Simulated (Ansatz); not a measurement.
The same path of C₂H₆B₂O (11 atoms, charge 0, multiplicity 1) was run twice with different band settings. The coordinate that changes most is the dihedral H7–B1–C2–C3.

The calculation used RKS PBE-D4/6-31G* in Ansatz 0.2.0.

Relaxed end points:

```xyz
11
Properties=species:S:1:pos:R:3
B -1.485 -0.050 -0.021
C 0.034 -0.107 0.265
C 0.440 -0.568 1.484
B 1.127 0.338 -0.777
O 0.797 0.810 -2.013
H -1.917 0.352 -1.084
H -2.290 -0.404 0.807
H 1.503 -0.636 1.758
H -0.275 -0.893 2.254
H 2.311 0.284 -0.533
H -0.180 0.818 -2.121
```

```xyz
11
Properties=species:S:1:pos:R:3
B -1.484 -0.051 -0.021
C 0.034 -0.108 0.265
C 0.439 -0.567 1.485
B 1.127 0.338 -0.777
O 0.796 0.810 -2.013
H -2.290 -0.404 0.806
H -1.917 0.351 -1.084
H 1.503 -0.635 1.760
H -0.275 -0.892 2.254
H 2.312 0.283 -0.534
H -0.181 0.818 -2.121
```

Common settings: spring 5.0 eV/Å²; optimiser quadratic models (default); start path IDPP; force threshold 0.05 eV/Å; end points relaxed.

| run | movable images | climbing image | iteration limit |
| --- | --- | --- | --- |
| 1 | 9 | yes | 52 |
| 2 | 4 | no | 60 |

(1) What does each run give, and how far can it be trusted?

Answers

(1) Run 1: converged after 10 iterations, highest image 0.291 eV above the first end. A vibrational analysis at the climbing image gives one clearly imaginary mode, 270i cm⁻¹: a first-order saddle point.
Run 2: converged after 6 iterations, highest image 0.263 eV above the first end. No image climbed, so the highest image needn't sit at the top of the path.
